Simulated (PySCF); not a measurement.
How methods differ on the excitation energy of In²⁺

In²⁺ [Kr] 4d10 5s1 (2S) → In²⁺ [Kr] 4d10 5p1 (2P), as a difference of total energies. All numbers are calculated (PySCF 2.14, the spin-free X2C one-electron Hamiltonian (Gaussian nucleus), in x2c-TZVPPall with one added diffuse shell each of s, p, d, f type (9s7p5d3f, 76 functions)). Correlated levels: valence and next inner shell: [Ar] 3d10 frozen. The calculations carry no spin-orbit coupling.

```
                                method  excitation energy (eV)
                                   UHF                   7.051
                                   LDA                   7.555
                                   PBE                   7.360
                                  PBE0                   7.319
                                r2SCAN                   7.290
                                  TPSS                   7.262
                                 wB97X                   7.376
                                M06-2X                   7.229
                               wB97M-V                   7.192
    MP2 (valence and next inner shell)                   7.489
SCS-MP2 (valence and next inner shell)                   7.433
```

Question: How much does correlation contribute at MP2 (valence and next inner shell)?

Answer: 7.489 − (7.051) = 0.438 eV, measured against UHF.

A first-order spin-orbit estimate (lowest level to lowest level, LS coupling) adds -0.288 eV.
